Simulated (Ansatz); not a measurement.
C$_{5}$H$_{12}$, triplet, at the geometry of the source list (a higher spin typed on purpose: for a closed-shell molecule this is an excited state); MP2/STO-3G in Ansatz (a program for electronic structure).

Ansatz was given this input:
Ansatz 0.2 input:
```yaml
crystal:
  periodic: [false, false, false]
  atoms:
    - {symbol: C, position_ang: [-0.34720000, -0.45630000, 1.41800000]}
    - {symbol: C, position_ang: [0.00000000, -0.00000000, -0.00000000]}
    - {symbol: C, position_ang: [0.13620000, 1.52320000, -0.02650000]}
    - {symbol: C, position_ang: [-1.11060000, -0.42940000, -0.96000000]}
    - {symbol: C, position_ang: [1.32160000, -0.63760000, -0.43150000]}
    - {symbol: H, position_ang: [-1.28560000, -0.01290000, 1.74410000]}
    - {symbol: H, position_ang: [-0.44850000, -1.53870000, 1.45810000]}
    - {symbol: H, position_ang: [0.43180000, -0.16000000, 2.11730000]}
    - {symbol: H, position_ang: [0.38330000, 1.86840000, -1.02820000]}
    - {symbol: H, position_ang: [-0.79500000, 1.99640000, 0.27780000]}
    - {symbol: H, position_ang: [0.92240000, 1.84940000, 0.65100000]}
    - {symbol: H, position_ang: [-2.06060000, 0.01440000, -0.66980000]}
    - {symbol: H, position_ang: [-1.22350000, -1.51140000, -0.95580000]}
    - {symbol: H, position_ang: [-0.88220000, -0.11370000, -1.97580000]}
    - {symbol: H, position_ang: [1.24540000, -1.72280000, -0.41930000]}
    - {symbol: H, position_ang: [2.12580000, -0.34400000, 0.23980000]}
    - {symbol: H, position_ang: [1.58670000, -0.32500000, -1.43930000]}
basis:
  gaussian:
    orbitals: STO-3G
magnetization: {spin_polarized: true, initial_magnetization: 2}
correlation: {method: mp2}
```

Output, abridged:

```
Functional definition: HF
526 factors; integrals over basis functions are off by at most 2.7e-5 eV
mean field evaluation 1: about -5259.9643 eV, gradient 1.2e1 eV
mean field evaluation 2: about -5260.3983 eV, gradient 1.2e1 eV
mean field evaluation 4: about -5262.2123 eV, gradient 2.3e0 eV
mean field evaluation 8: about -5262.5213 eV, gradient 1.1e0 eV
mean field evaluation 16: about -5264.5652 eV, gradient 1.0e-1 eV
mean field evaluation 32: about -5263.7801 eV, gradient 2.7e0 eV
mean field -5264.56662194 eV, -193.4692549047 hartree, gradient 2.8e-6 eV, S^2 2.021257; 2 other end points of the search recorded, 0 dependent functions left out
5 core orbitals not correlated
reference -5264.56662194 eV, -193.4692549047 hartree; 17, 15 occupied and 15, 17 virtual orbitals, 526 factors
second order -6.73377648 eV of doubles, -0.00000000 eV of singles
Total energy: -5271.30039842 eV, -193.7167166261 hartree
```
